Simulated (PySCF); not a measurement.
Species: C7H9FSi.
Geometry (GFN2-xTB, Å), atoms numbered from 1 in this order:
```xyz
18
C7H9FSi angstrom
C     -3.2762   -0.5236    0.8036
C     -1.9752    0.0409    0.5148
C     -0.9078    0.5278    0.2688
C      0.4097    1.0723    0.0204
Si     1.0770    0.4154   -1.6601
C      1.9183   -1.0087   -0.7693
C      1.9594   -0.7940    0.5408
C      1.4155    0.5109    1.0390
F      0.8592    0.3636    2.2971
H     -3.5864   -1.1914   -0.0005
H     -3.2323   -1.0880    1.7349
H     -4.0143    0.2715    0.9085
H      0.3584    2.1603    0.1010
H      0.0200    0.0427   -2.5956
H      2.0276    1.3617   -2.2561
H      2.3255   -1.9048   -1.2079
H      2.3684   -1.4729    1.2748
H      2.2446    1.2224    1.1800
```

NICS is the negative of the GIAO shielding at a point without a nucleus: at the ring centre (0) and 1 Å above and below it (1); zz is the component along the ring normal. Level: GIAO PBE0/pcSseg-1 (PySCF, non-relativistic, gas phase) on the GFN2-xTB geometry, one conformer.

Ring bond lengths (Å), with Mayer bond orders in brackets: C4–Si5 1.924 (0.84), Si5–C6 1.879 (0.90), C6–C7 1.328 (1.88), C7–C8 1.499 (1.00), C8–C4 1.538 (1.02).

Question: Give the NICS values of each ring in ppm.

Answer: 
| ring | type | NICS(0) | NICS(1), two faces | NICS(1)zz, two faces | rms pucker (Å) | centre to ring atoms, mean (Å) |
| --- | --- | --- | --- | --- | --- | --- |
| C4–Si5–C6–C7–C8 | 5-membered ring with Si; formal bonds 1 double, 4 single | -3.3 | -4.3 / -3.4 | -4.0 / -2.1 | 0.15 | 1.37 |

Question: What can be read from them?

Answer: 
- C4–Si5–C6–C7–C8: mean NICS(1)zz -3.1 ppm, shielded. C4, Si5, C8 have four or more neighbours; no verdict on aromaticity is drawn.

Question: At the second NICS(1) probe listed for ring C4–Si5–C6–C7–C8, 1 Å off the ring, what do the in-plane components average?

Answer: The isotropic value is a third of the trace: (3 × -3.4 − (-2.1))/2 = -4.0 ppm.

Question: How shielded are the nuclei of the rings and their hydrogens (means over atoms taken as equivalent)?

Answer: 
```json
{"atoms": "C4", "environment": "sp3 carbon bound to silicon", "σ isotropic (ppm)": "162.4", "principal values of the symmetric part, first atom (ppm)": "142.3, 162.8, 182.1"}
{"atoms": "Si5", "environment": "SiH2 silicon", "σ isotropic (ppm)": "376.3", "principal values of the symmetric part, first atom (ppm)": "316.6, 384.6, 427.8"}
{"atoms": "C6", "environment": "alkene CH carbon", "σ isotropic (ppm)": "54.6", "principal values of the symmetric part, first atom (ppm)": "-56.3, 45.5, 174.6"}
{"atoms": "C7", "environment": "alkene CH carbon", "σ isotropic (ppm)": "21.5", "principal values of the symmetric part, first atom (ppm)": "-96.7, 27.7, 133.5"}
{"atoms": "C8", "environment": "sp3 C–F carbon", "σ isotropic (ppm)": "86.1", "principal values of the symmetric part, first atom (ppm)": "48.3, 81.5, 128.5"}
{"atoms": "H13", "environment": "methine hydrogen", "σ isotropic (ppm)": "28.87", "principal values of the symmetric part, first atom (ppm)": "24.4, 27.0, 35.1"}
{"atoms": "H14", "environment": "Si–H hydrogen", "σ isotropic (ppm)": "27.08", "principal values of the symmetric part, first atom (ppm)": "23.7, 25.4, 32.1"}
{"atoms": "H15", "environment": "Si–H hydrogen", "σ isotropic (ppm)": "26.98", "principal values of the symmetric part, first atom (ppm)": "23.9, 24.4, 32.6"}
{"atoms": "H16", "environment": "vinylic hydrogen", "σ isotropic (ppm)": "25.47", "principal values of the symmetric part, first atom (ppm)": "23.5, 25.9, 27.1"}
{"atoms": "H17", "environment": "vinylic hydrogen", "σ isotropic (ppm)": "24.43", "principal values of the symmetric part, first atom (ppm)": "21.8, 25.2, 26.2"}
{"atoms": "H18", "environment": "methine hydrogen", "σ isotropic (ppm)": "26.16", "principal values of the symmetric part, first atom (ppm)": "22.6, 26.4, 29.5"}
```

Hardware: an Arm Neoverse N1 with one thread, shared host with 64 logical CPUs at a one-minute load of 60. Cost: 87 s wall (grids of density and orbitals included), 0.93 GiB resident at most. This is the whole shielding run at PBE0/pcSseg-1, SCF included.
